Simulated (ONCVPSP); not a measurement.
**u(r) = r·R(r): atom against pseudo-atom (zinc)**

Columns: radius, all-electron u(r) and pseudo u(r) of the 3p shell (level -83.26 eV) of zinc in the configuration [Ne] 3s2 3p6 3d10 4s2; PBEsol, scalar-relativistic, ONCV scheme, ONCVPSP 4.0.1.

| r (bohr) | all-electron | pseudo |
| --- | --- | --- |
| 0.068 | -0.4999 | 0.0472 |
| 0.135 | -0.6580 | 0.1775 |
| 0.202 | -0.3410 | 0.3695 |
| 0.270 | 0.1508 | 0.5962 |
| 0.338 | 0.6077 | 0.8210 |
| 0.405 | 0.9433 | 1.0117 |
| 0.473 | 1.1555 | 1.1535 |
| 0.540 | 1.2552 | 1.2327 |
| 0.608 | 1.2742 | 1.2540 |
| 0.675 | 1.2369 | 1.2253 |
| 0.742 | 1.1652 | 1.1606 |
| 0.810 | 1.0727 | 1.0716 |
| 0.878 | 0.9716 | 0.9714 |
| 0.945 | 0.8708 | 0.8706 |
| 1.013 | 0.7720 | 0.7718 |
| 1.080 | 0.6806 | 0.6804 |
| 1.148 | 0.5954 | 0.5953 |
| 1.215 | 0.5195 | 0.5194 |
| 1.283 | 0.4506 | 0.4505 |
| 1.350 | 0.3904 | 0.3904 |
| 1.418 | 0.3367 | 0.3367 |
| 1.485 | 0.2904 | 0.2903 |
| 1.553 | 0.2494 | 0.2494 |
| 1.620 | 0.2144 | 0.2144 |
| 1.688 | 0.1836 | 0.1836 |
| 1.755 | 0.1574 | 0.1574 |

(1) How many radial nodes do the two functions have?

(2) At about which radius was the pseudo-wave matched?

(3) Where does each function peak?

(4) Is the pseudo-wave norm-conserving?

## Answers

(1) The all-electron 3p function has n − l − 1 = 1; the pseudo-wave has 0, since the states of the same l below it are removed with the core.

(2) 0.90 bohr, where the columns begin to agree (steps of 0.07 bohr).

(3) Outermost all-electron maximum near 0.61 bohr, pseudo maximum near 0.61 bohr (to the table’s step).

(4) Yes: the ONCV scheme keeps the norm inside the radius equal to the all-electron one, which fixes the energy derivative of the logarithmic derivative at the level.
